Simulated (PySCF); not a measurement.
**Electron correlation in Ne²⁺ (neon, charge +2)**

[He] 2s2 2p4, high-spin 3P determinant. All numbers are calculated (PySCF 2.14, the non-relativistic Hamiltonian (point nucleus), in def2-SVP). Frozen: 1s2; 6 electrons correlated.

MP2 pair energies summed by pair of shells (mhartree):

| pair | energy | share (%) |
| --- | --- | --- |
| 2p-2p | -41.86 | 46.9 |
| 2s-2p | -40.82 | 45.8 |
| 2s-2s | -6.54 | 7.3 |

Total MP2 correlation energy: -89.22 mhartree.

Same-spin part -21.25 and opposite-spin part -67.97 mhartree; SCS-MP2 scales them by 1/3 and 6/5 to -88.65 mhartree.

```csv
level,correlation energy (mhartree)
CCSD,-101.98
(T),-0.66
CCSD(T),-102.64
```

Diagnostics: T1 = 0.0033, D1 = 0.0055, largest double amplitude 0.031.

Cost of the coupled-cluster step: 0.12 s of wall time on 1 thread of Neoverse-N1 (shared host), for 6 correlated electrons.
